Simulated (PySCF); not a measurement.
# Structure from NMR data

The spectra below were simulated for a compound C7H11BO2.

1H NMR (400 MHz, computed): δ 6.99 (m, 1H), 6.37 (m, 1H), 5.48 (d, 1H), 5.42 (m, 1H), 5.32 (m, 1H), 4.05 (m, 4H), 1.67 (m, 2H).

13C{1H} NMR (computed): δ 157.8 (CH), 149.0 (CH), 135.3 (CH), 127.1 (CH2), 64.6 (CH2, 2C), 31.2 (CH2).

Level of theory: GIAO B3LYP/pcSseg-1 shieldings, structure optimised with PBE0-D3(BJ)/def2-SVP, in PySCF 2.14.0 with density-fitted response routines (relativity neglected, fast rotation and ring inversion assumed for equivalent nuclei, a single conformation, in vacuum).

Scale: TMS for 1H (σ = 31.38 ppm), 13C (σ = 179.24 ppm) (reference shieldings calculated alike).

Q: What is the structure?

A: 
- 6 carbon signals for 7 carbons: some carbons are equivalent by symmetry or fast rotation.
- Carbon types of the structure: 3 × CH, 4 × CH2, which accounts for all hydrogens.
- δC 157.8, 149.0, 135.3: alkene CH; an sp2 carbon of a C=C bond.
- δC 127.1: terminal =CH2 carbon; an sp2 carbon of a C=C bond.
- δC 64.6: sp3 CH2 bonded to O; the inductive effect lowers its shielding.
- δC 31.2: sp3 CH2 in a ring; a saturated carbon with 2 carbon neighbours and no heteroatom attached.
- δH 6.99, 6.37, 5.48: hydrogen on an alkene CH; a vinylic proton, deshielded by the sp2 carbon and the C=C anisotropy.
- δH 5.42, 5.32: hydrogen on a terminal =CH2 carbon; a vinylic proton, deshielded by the sp2 carbon and the C=C anisotropy.
- δH 4.05: hydrogen on an sp3 CH2 bonded to O; its carbon carries O, an electronegative neighbour.

These data were computed for SMILES C=C/C=C/B1OCCCO1.

This is the structure that produced the data.

A carbon bonded to boron is broadened by the quadrupolar boron nucleus and is often missing from a measured spectrum. Shifts are as computed. Against solution values, carbons near 30 ppm lie about +2 ppm off and those near 130 ppm about +6 ppm. Of 1313 compounds with measured shifts, 239 miss one by over three times the rms of a fit or turn the order of signals round; such compounds aren't used in these exercises. No couplings were computed; multiplicities are counted from neighbouring protons, with m where these are inequivalent, close in shift, in a saturated or five-membered ring or joined by F or P, and br s for small geminal =CH2 splittings.
